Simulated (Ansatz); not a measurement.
HAlCl, SMILES `[AlH-][Cl]` (lower singlet) (charge -1, multiplicity 1). This singlet lies 1.12 eV below the relaxed triplet at the level composite: frozen-core CCSD(T) with HF/aug-cc-pVQZ and the correlation energy extrapolated as X^-3 from aug-cc-pVTZ and aug-cc-pVQZ, plus CCSDT(Q) minus CCSD(T) in aug-cc-pVDZ // B3LYP-D3(BJ)/def2-TZVPD (Ansatz, an electronic-structure program).

These are HSE06/aug-cc-pVTZ // B3LYP-D3(BJ)/def2-TZVPD (Ansatz) values and carry that method's errors.

Ansatz 0.2 input:
```yaml
crystal:
  periodic: [false, false, false]
  atoms:
    - { symbol: Al, position_ang: [-0.341775, 0.855077, 0.0] }
    - { symbol: Cl, position_ang: [1.66603, -0.329925, 0.0] }
    - { symbol: H, position_ang: [-1.324255, -0.525153, 0.0] }
basis:
  gaussian: { orbitals: aug-cc-pVTZ }
hamiltonian:
  xc: hse06
total_charge: -1
```

Output:

```
Functional definition: HSE06
795 factors; their error is unknown
60 factors; integrals over basis functions are off by at most 1.5e-4 eV
mean field evaluation 1: about -19128.4095 eV, gradient 2.7e1 eV
mean field evaluation 2: about -19127.6276 eV, gradient 3.3e1 eV
mean field evaluation 4: about -19130.9312 eV, gradient 5.7e-1 eV
mean field evaluation 8: about -19130.9659 eV, gradient 9.4e-2 eV
mean field -19130.96591413 eV, -703.0500299097 hartree, gradient 3.9e-5 eV, S^2 0.000000; 0 other end points of the search recorded, 0 dependent functions left out
reference -19130.96596446 eV, -703.0500317593 hartree; 16, 16 occupied and 107, 107 virtual orbitals, 795 factors
Total energy: -19130.96596446 eV, -703.0500317593 hartree
```
